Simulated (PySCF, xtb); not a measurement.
SiBrCl3, SMILES Cl[Si](Cl)(Cl)Br.

GFN2-xTB (xtb 6.7.1) at its own geometry gives an orbital gap of 6.73 eV and a dipole moment of 4.87 D.

Coordinates come from a PBE-D3(BJ)/def2-SVP optimisation.

### Question
What does PySCF with PBE/def2-TZVP give? (An estimate is asked for; the answer gives what the named calculation found.)

### Answer
gap 5.48 eV (levels -7.75 and -2.27 eV), dipole 0.17 D.
